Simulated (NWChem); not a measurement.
Molecule: Si₂H₃O₂F; SMILES O1[SiH](O[SiH2]1)F

```xyz
8

F     -0.5751     2.0510     0.0000
Si     0.4583     0.8205     0.0000
O      0.1187    -0.3131    -1.1928
Si    -0.2408    -1.4740     0.0000
O      0.1187    -0.3131     1.1928
H      1.8146     1.3912     0.0000
H      0.6970    -2.6243     0.0000
H     -1.6574    -1.9158     0.0000
```
Atoms are numbered in this order, from 1.

All runs: NWChem. Pople sets run with spherical d functions. Coordinates come from a PBE0/def2-SVP optimisation. GIAO values for the isolated, static molecule; σ is the absolute isotropic shielding, δ = σ(reference) − σ with the isolated reference molecule computed at the same levels (19F: trichlorofluoromethane, 1H: tetramethylsilane, 17O: water, 29Si: tetramethylsilane).

For level Hartree-Fock/6-31G*:

δ F1 (ppm): -73.3
δ Si2 (ppm): -36.5
δ O3 (ppm): 78.9
δ Si4 (ppm): 2.2
δ H6 (ppm): 5.03
δ H7 (ppm): 5.37
δ H8 (ppm): 5.43

Problem. What are these values for level B3LYP/6-31G*?

Solution. 
| Property | Result |
|---|---|
| δ F1 (ppm) | -98.1 |
| δ Si2 (ppm) | -19.8 |
| δ O3 (ppm) | 108.2 |
| δ Si4 (ppm) | 24.2 |
| δ H6 (ppm) | 5.34 |
| δ H7 (ppm) | 5.76 |
| δ H8 (ppm) | 5.82 |
